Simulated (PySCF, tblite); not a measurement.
Species: C5H11ClOSi2.
Atom-mapped SMILES: `[CH2:1]=[C:2]([CH3:3])[C@@H:4]1[CH2:5][SiH2:6][O:7][Si@@H:8]1[Cl:9]` (hydrogens: H10, H11 on C1; H12, H13, H14 on C3; H15 on C4; H16, H17 on C5; H18, H19 on Si6; H20 on Si8)

Geometry (GFN2-xTB, Å), atoms numbered from 1 in this order:
```
atom  x, y, z in Å
C1    -2.4117    0.6558   -0.8903
C2    -1.2989    0.0970   -0.4370
C3    -1.3347   -1.1331    0.4176
C4     0.0509    0.6899   -0.7406
C5     1.0590   -0.3504   -1.2823
Si6    2.1724   -0.9621    0.1435
O7     1.9339    0.2936    1.1835
Si8    0.8754    1.4733    0.8115
Cl9   -0.3375    1.7595    2.3732
H10   -3.3837    0.2541   -0.6592
H11   -2.3998    1.5409   -1.5043
H12   -0.8553   -1.9696   -0.0898
H13   -0.8078   -0.9636    1.3551
H14   -2.3621   -1.4092    0.6414
H15   -0.1052    1.4563   -1.5055
H16    1.6946    0.1467   -2.0192
H17    0.5368   -1.1394   -1.8232
H18    3.5959   -0.9394   -0.1678
H19    1.7265   -2.1662    0.8348
H20    1.6461    2.6765    0.5362
```

Computed with PBE0/pcSseg-1 in PySCF (dipole) on a GFN2-xTB geometry, gas phase.

Masses are those of the commonest isotopes; rigid-rotor values at the optimised geometry. The values belong to one conformer with, in the numbering `[CH2:1]=[C:2]([CH3:3])[C@@H:4]1[CH2:5][SiH2:6][O:7][Si@@H:8]1[Cl:9]`, C1–C2–C4–C5 -130°, C2–C4–C5–Si6 -98°, C4–C5–Si6–O7 -20°, C5–Si6–O7–Si8 4°, Si6–O7–Si8–Cl9 130°.

(1) What are A, B and C (MHz)?

(2) Classify the top.

(3) What does the inertial defect say?

(4) Which types of transition are allowed, and where do some lines up to J = 3 fall?

(5) Estimate the classical rotational partition function at 25 K, 100 K and 500 K.

Results:

(1) Ia = 433.04, Ib = 497.32, Ic = 742.45 u·Å²; 505379 MHz·u·Å²/I gives A = 1167, B = 1016, C = 680.7 MHz.

(2) An asymmetric top. Ray's parameter κ = (2B − A − C)/(A − C) = 0.380; −1 is the prolate and +1 the oblate limit.

(3) Not planar: Δ = Ic − Ia − Ib = -187.91 u·Å². For a rigid frame Δ = −2 Σ m c², so Σ m c² = 93.95 u·Å² lies off the ab plane: 26.75 from hydrogen and 67.20 from heavier atoms. The atom farthest from that plane is 2.07 Å away.

(4) The dipole components are |μa| = 1.20 D, |μb| = 2.01 D, |μc| = 0.83 D. Intensities carry the squares of the components, which stand as 0.35 : 1.00 : 0.17 (a : b : c). Some lines, for components of 0.1 D or more:

```tsv
type	branch	J(Ka,Kc)	MHz	lower level (cm⁻¹)
b	Q	1(1,0) ← 1(0,1)	486	0.057
a	Q	3(2,1) ← 3(2,2)	810	0.382
b	Q	3(2,1) ← 3(1,2)	997	0.376
a	Q	2(1,1) ← 2(1,2)	1007	0.164
b	Q	2(1,1) ← 2(0,2)	1047	0.162
a	R	1(0,1) ← 0(0,0)	1697	0.000
b	Q	3(3,1) ← 3(2,2)	1708	0.382
b	R	1(1,1) ← 0(0,0)	1848	0.000
a	R	2(0,2) ← 1(0,1)	3169	0.057
b	R	2(2,1) ← 1(1,0)	4182	0.073
c	R	2(1,1) ← 1(0,1)	4216	0.057
b	R	3(0,3) ← 2(1,2)	4465	0.164
c	R	2(2,1) ← 1(1,1)	4517	0.062
b	R	2(2,0) ← 1(1,1)	4743	0.062
b	R	3(1,2) ← 2(2,1)	4904	0.212
a	R	3(1,2) ← 2(1,1)	5357	0.197
a	R	3(2,1) ← 2(2,0)	5676	0.220
```

(5) Point group C1, symmetry number σ = 1; q = (√π/σ)·√((kT/h)³/(ABC)), k/h = 20836.6 MHz/K: 23500 at 25 K, 188000 at 100 K, 2100000 at 500 K.

Its GFN2-xTB frequencies are all real (lowest 57 cm⁻¹). No vibrational averaging or centrifugal distortion is included, and the geometry carries the error of its method. A rigid rotor knows nothing of internal rotation, which can split or shift real lines. Quadrupole hyperfine structure (35Cl) is left out.
